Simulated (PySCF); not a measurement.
Mapped SMILES: `[OH:1][c:2]1[cH:3][cH:4][n:5][cH:6][cH:7]1`. Hydrogens are named by the atom that carries them.

GIAO PBE0/pcSseg-1 shifts (PySCF 2.14.0 with density-fitted response routines, gas phase, non-relativistic, equivalent atoms averaged), each against references optimised in the same way as the molecule (H2O, TMS, NH3).

On the GFN2-xTB geometry: O1 134.4, C2 169.8, C4/C6 157.0, C3/C7 114.2, N5 337.4, H(C4)/H(C6) 8.77, H(C3)/H(C7) 6.75, H(O1) 4.55 ppm.

**Question.** What changes on the PBE0-D3(BJ)/def2-SVP geometry?

**Answer.** 
| atoms | δ (ppm) | change |
| --- | --- | --- |
| O1 | 132.2 | -2.2 |
| C2 | 167.3 | -2.5 |
| C4/C6 | 157.3 | +0.3 |
| C3/C7 | 113.7 | -0.5 |
| N5 | 337.8 | +0.4 |
| H(C4)/H(C6) | 8.54 | -0.23 |
| H(C3)/H(C7) | 6.55 | -0.20 |
| H(O1) | 4.08 | -0.47 |

Bonds between heavy atoms that differ most (equivalent bonds averaged): O1–C2 1.352 → 1.341 Å, C4–N5 1.322 → 1.331 Å, C3–C4 1.383 → 1.392 Å, C2–C3 1.393 → 1.398 Å. Mean change of bonds to hydrogen: O–H -0.002 Å, C–H +0.014 Å.
